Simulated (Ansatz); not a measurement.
Input file for Ansatz (a first-principles code): R-CCSD(T)/cc-pV(T+d)Z on AlClH3N (SMILES [NH2][AlH][Cl]), a point of a torsion scan. Files ending in .json are basis or fitting sets from the Basis Set Exchange.

Ansatz 0.2 input:
```yaml
crystal:
  periodic: [false, false, false]
  atoms:
    - {symbol: N, position_ang: [-1.01680984, -0.08529475, 0.00791475]}
    - {symbol: Al, position_ang: [0.71436473, 0.30115829, 0.09597741]}
    - {symbol: Cl, position_ang: [1.74181589, 0.47594508, 1.83050381]}
    - {symbol: H, position_ang: [-1.55010771, -0.64070429, 0.66711599]}
    - {symbol: H, position_ang: [-1.57723466, 0.02402310, -0.82723407]}
    - {symbol: H, position_ang: [1.46638121, 0.55112944, -1.20509252]}
basis:
  gaussian:
    orbitals: cc-pV_T+d_Z.json
magnetization: {spin_polarized: false}
correlation: {method: ccsd_t, electrons: outside_noble_gas}
scf: {lower_state_search: off}
```

Output:

```
WARN ansatz: RAYON_NUM_THREADS=1 ignored (pool sized by the plan → 1); use --threads N
Functional definition: HF
these checks for a lower state are left out or cut short: stability, starts, cluster_reference, orbital_swaps, neighbouring_geometries, increment
integrals: 0.35 GiB planned
881 factors; integrals over basis functions are off by at most 9.5e-4 eV
mean field: 0.38 GiB planned
mean field evaluation 1: about -20617.2707 eV, gradient 3.7e1 eV
mean field evaluation 2: about -20617.3532 eV, gradient 3.7e1 eV
mean field evaluation 4: about -20620.2019 eV, gradient 2.4e0 eV
mean field evaluation 8: about -20620.2347 eV, gradient 1.7e-1 eV
mean field -20620.23491316 eV, -757.7796561616 hartree, gradient 2.7e-6 eV, S^2 0.000000; 0 other end points of the search recorded, 0 dependent functions left out
11 core orbitals not correlated
reference -20620.23491316 eV, -757.7796561616 hartree; 9, 9 occupied and 130, 130 virtual orbitals, 881 factors
second order -13.15881443 eV of doubles, -0.00000000 eV of singles
coupled cluster: 1.00 GiB planned
cycle   1  -13.69907118 eV  change   -5.4e-1 eV  update   6.8e-2
cycle   2  -14.00112023 eV  change   -3.0e-1 eV  update   2.0e-2
cycle   3  -14.05058428 eV  change   -4.9e-2 eV  update   9.5e-3
cycle   4  -14.04460025 eV  change    6.0e-3 eV  update   2.8e-3
cycle   5  -14.04463462 eV  change   -3.4e-5 eV  update   1.4e-3
cycle   6  -14.04474316 eV  change   -1.1e-4 eV  update   4.3e-4
cycle   7  -14.04462432 eV  change    1.2e-4 eV  update   1.4e-4
cycle   8  -14.04465185 eV  change   -2.8e-5 eV  update   4.6e-5
cycle   9  -14.04464993 eV  change    1.9e-6 eV  update   1.3e-5
perturbative correction -0.52685096 eV, -0.0193614157 hartree
Total energy: -20634.80641406 eV, -758.3151489425 hartree
Checks for a lower state left out: stability, starts, cluster_reference, orbital_swaps, neighbouring_geometries, increment
```

Self-consistency was reached.

Cost: around 17 core-seconds (rough).
